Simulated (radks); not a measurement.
Results of a calculation; reference values are marked as such.
Problem. The mean radii <r> (bohr) of the occupied orbitals of an atom or ion are listed with their occupations. Level of theory: scalar-relativistic Kohn-Sham, PBE, spin-polarised, spherical densities, point nucleus (a radial shooting solver on a logarithmic mesh with Libxc functionals).

orbital  occ.      <r>
1s up       1  0.02318
1s down     1  0.02318
2s up       1  0.09895
2s down     1  0.09895
2p up       3  0.08710
2p down     3  0.08710
3s up       1   0.2606
3s down     1   0.2604
3p up       3   0.2588
3p down     3   0.2586
3d up       5   0.2363
3d down     5   0.2361
4s up       1   0.5932
4s down     1   0.5930
4p up       3   0.6281
4p down     3   0.6278
4d up       5   0.6880
4d down     5   0.6879
5p up       3    1.632
5p down     3    1.648
4f up       5   0.9674
5d up       2    2.449
6s up       1    3.618

Name the element and its charge. Open shells, if any, are filled with parallel spins first.

Solution. Z = 61, promethium, charge +1: Pm+ in [Kr] 4d10 4f5 5p6 6s1 5d2. The 1s radius gives Z: for a bare nucleus <r> = (2 gamma + 1)/(2Z) with gamma = sqrt(1 - (Z/c)^2), 0.02288 bohr for Z = 61, and screening makes it slightly larger (0.02318 here). The occupations add up to 60, and the charge is Z minus that.
